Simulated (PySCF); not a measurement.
A structure optimised at PBE-D3(BJ)/def2-SVP, used in a PySCF frequency run:

```
Y
Cl 1 2.4431
Cl 1 2.4431 2 120.00
Cl 1 2.4431 2 120.00 3 180.00
```

Q: Write its SMILES, formula and point group.

A: [Cl][Y]([Cl])[Cl], Cl3Y, D3h

Q: What are its rotational constants (standard atomic weights)?

A: 1.5923, 1.5923, 0.79613 GHz
